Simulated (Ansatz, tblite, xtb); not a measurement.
# WSF4 (SMILES [F][W]([F])([F])([F])=[S]): methods side by side

WSF4 has 6 atoms, charge 0, and is taken as a singlet. SMILES: `[F][W]([F])([F])([F])=[S]`. The coordinates come from a PBE0-D4/def2-TZVP relaxation.

Quantity: the dipole moment, in D. The values are calculated.

```tsv
level	kind	program	value (D)	CPU time
GFN1-xTB	semi-empirical	tblite	1.64	under 2 s
GFN0-xTB	semi-empirical	xtb	5.08	under 2 s
GFN2-xTB	semi-empirical	xtb	3.27	under 2 s
HF/def2-SVP (core potential)	Hartree–Fock	Ansatz	1.14	20 s
PBE0/def2-SVP (core potential)	global hybrid	Ansatz	0.67	38 s
CAM-B3LYP/def2-SVP (core potential)	range-separated hybrid	Ansatz	0.74	37 s
wB97X/def2-SVP (core potential)	range-separated hybrid	Ansatz	0.55	1.7 min
```

The values span 0.55 to 5.08 D. Magnitudes only: a small dipole may point the other way at some levels. Times are those of the runs behind each value, whatever else they computed, on shared processors of several kinds: orders of magnitude only.
